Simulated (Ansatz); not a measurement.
Isolated molecules relaxed with PBE0-D4/def2-TZVP in Ansatz; ΔE leaves out vibrations. CCSD(T)/CBS adds triple-zeta CCSD(T) − MP2 to the extrapolated MP2 energy (def2 sets, frozen cores). This one scheme is used for every species. DFT in def2-TZVPP. def2 core potentials past Kr. For Sn outer-core shells are correlated without core-valence functions, which leaves a few kJ/mol of doubt a bond. One conformer a species, not always the lowest.

Consider the ligand exchange at the Sn–S bond: `C[S][Sn][S]C` + H₂S → `C[S][Sn][SH]` + CH₃SH.

```
         level  ΔE (kJ/mol)
        PBE-D4        -20.1
       ωB97X-V        -25.0
MP2/def2-TZVPP        -21.0
MP2/def2-QZVPP        -21.2
```

What does CCSD(T)/CBS give? (Best estimate.)

Computed: -21.4 kJ/mol. The listed levels differ from it by 1.3, -3.6, 0.4, 0.2 kJ/mol.

Largest T1 diagnostic among the species: 0.016.

The D4 term adds +7.6 kJ/mol with B3LYP and +4.7 kJ/mol with PBE0; it sums over pairs of atoms, weighted by their polarisabilities, and B3LYP, whose exchange is more repulsive, gets the larger term. In def2-TZVPP, CCSD(T) changes the Hartree–Fock value by +13.3 kJ/mol (the triples alone add +2.8 kJ/mol) and MP2 by +13.6 kJ/mol.

B3LYP here is the variant with VWN-RPA as its local correlation; programs differ in this.
